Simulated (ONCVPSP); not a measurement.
# Before and after: ONCV potential for molybdenum (Mo)

molybdenum (Mo), optimised norm-conserving Vanderbilt (ONCV), made with ONCVPSP 4.0.1 (LDA (Perdew-Zunger), non-relativistic). Core [Ar] 3d10, reference 4s2 4p6 4d5 5s1. Waves: 4s+5s: rc 2.10 bohr, ncon 3, nbas 7, qcut 4.7 1/bohr, 2 projectors; 4p: rc 1.55 bohr, ncon 3, nbas 8, qcut 7.1 1/bohr, 2 projectors, debl 1.5 Ha; 4d: rc 1.55 bohr, ncon 4, nbas 9, qcut 6.7 1/bohr, local. Local part: the d channel. Core correction: none.

Change: d: ncon 5, nbas 10.

Cutoffs: the cutoffs (Ha) at which the residual kinetic energy of the hardest occupied pseudo-wave falls to 1 and 0.1 mHa per electron; they do not see the model core or the augmentation charge, which bear on the density cutoff. Errors are all-electron minus pseudo energies relative to the spin-unpolarised reference configuration.

What does the change do?

The potential gets harder (19 Ha and 24 Ha → 20 Ha and 33 Ha); of the 4 tests that both files solve, the error grows in 0 and shrinks in 1 by more than 15 % and 0.3 meV (median size 0.4 → 0.3 meV); the range in which the p phases agree widens (upper end 3.7 → at the end of the scan); neither file shows a bound ghost.

```tsv
quantity	base	changed
cutoff, loose	19 Ha	20 Ha
cutoff, tight	24 Ha	33 Ha
loose cutoff by channel	s 5.8 Ha, p 12 Ha, d 19 Ha	s 5.8 Ha, p 12 Ha, d 20 Ha
bound ghosts	none	none
GHOST(+) flags under 300 eV	none	none
error for 4s2 4p6 4d5 5s0, meV [ΔE 6.80 eV]	-0.6	-0.6
error for 4s2 4p6 4d4 5s0, meV [ΔE 22.72 eV]	-0.2	+0.1
error for 4s2 4p6 4d3 5s0, meV [ΔE 50.03 eV]	-1.1	-0.3
error for 4s2 4p6 4d4 5s1, meV [ΔE 8.57 eV]	+0.2	+0.3
s: phases at 2.13 bohr within 0.05 rad from the reference energy up to (Ha; the scan ends near 5)	3.2	3.0
p: phases at 1.57 bohr within 0.05 rad from the reference energy up to (Ha; the scan ends near 5)	3.7	to the end of the scan
d: phases at 1.57 bohr within 0.05 rad from the reference energy up to (Ha; the scan ends near 5)	4.9	to the end of the scan
```
